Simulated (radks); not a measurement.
Task: The mean radii <r> (bohr) of the occupied orbitals of an atom or ion are listed with their occupations. All-electron calculation, scalar-relativistic Kohn-Sham, r2SCAN, spin-polarised, spherical densities, finite nucleus; meta-GGA in the generalised Kohn-Sham scheme; Fermi nuclear charge, rms radius of each element as measured or else 0.836 A^(1/3) + 0.57 fm. Program: a radial shooting solver on a logarithmic mesh with Libxc functionals.

orbital  occ.     <r>
1s          2  0.1098

Name the element and its charge. Open shells, if any, are filled with parallel spins first.

Result: Z = 14, silicon, charge +12: Si12+ in [He]. The 1s radius gives Z: for a bare nucleus <r> = (2 gamma + 1)/(2Z) with gamma = sqrt(1 - (Z/c)^2), 0.1068 bohr for Z = 14, and screening makes it slightly larger (0.1098 here). The occupations add up to 2, and the charge is Z minus that.
